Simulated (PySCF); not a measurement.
`C[AsH]C[Se]C`. Method: PBE0-D3(BJ)/def2-SVP geometry optimisation, gas phase (PySCF 2.14.0).

```
atom  x, y, z in Å
C1    -2.2596   -0.4111    0.3991
As2   -1.6258    1.4469    0.2978
C3     0.2089    1.0496   -0.3358
Se4    1.3049    0.4659    1.1642
C5     2.8158   -0.1717    0.1246
H6    -1.7769   -0.8923    1.2614
H7    -2.0234   -0.9817   -0.5098
H8    -3.3474   -0.4135    0.5590
H9    -2.1614    1.7151   -1.1092
H10    0.6345    1.9667   -0.7703
H11    0.1882    0.2597   -1.1016
H12    2.5192   -1.0116   -0.5190
H13    3.5795   -0.5148    0.8362
H14    3.2345    0.6416   -0.4843
```

Question: What is the longest distance between nuclei?

Answer: H8···H13, 6.93 Å; the next longest distance is 6.75 Å.

Question: What is the repulsion energy of the bare nuclei, Σ ZA·ZB/RAB?

Answer: 624.16 Eh over 91 pairs, with full nuclear charges and distances in bohr; the largest single term is 184.98 Eh (As2 with Se4).

Question: Where is the centre of mass (commonest isotopes), and what is the radius of gyration?

Answer: Mass 199.909 u; centre at (-0.037, 0.760, 0.579) Å; Rg = √(Σ m r²/M) = 1.854 Å. As Ia + Ib + Ic = 2 Σ m r², the three principal moments sum to 1374.0 u·Å².

Question: How far apart are these pairs, which share no bond: As2···H10, C3···H13, C3···H14, Se4···H14, H7···H10, H11···H13?

Answer: As2···H10 2.553 Å (2 bonds apart); C3···H13 3.896 Å (3 bonds apart); C3···H14 3.057 Å (3 bonds apart); Se4···H14 2.544 Å (2 bonds apart); H7···H10 3.978 Å (4 bonds apart); H11···H13 3.982 Å (4 bonds apart).

Question: What are the angles As2–C1–H7, C1–As2–H9, C3–As2–H9, Se4–C3–H10, Se4–C3–H11, C3–Se4–C5, Se4–C5–H14?

Answer: From the scalar product of the two bond vectors; for As2–C1–H7 it is -0.8184 Å² over 1.9657 × 1.0989 Å², cos θ = -0.3789. As2–C1–H7 112.3°; C1–As2–H9 95.8°; C3–As2–H9 93.7°; Se4–C3–H10 109.7°; Se4–C3–H11 109.4°; C3–Se4–C5 97.1°; Se4–C5–H14 110.5°.

Question: Write the matrix of distances between heavy atoms (Å, lower triangle).

Answer: 
```
C1    0.000
As2   1.966  0.000
C3    2.961  1.981  0.000
Se4   3.750  3.210  1.947  0.000
C5    5.088  4.731  2.915  1.942  0.000
```

Stationary, but not proved a minimum. One conformer, not necessarily the lowest.
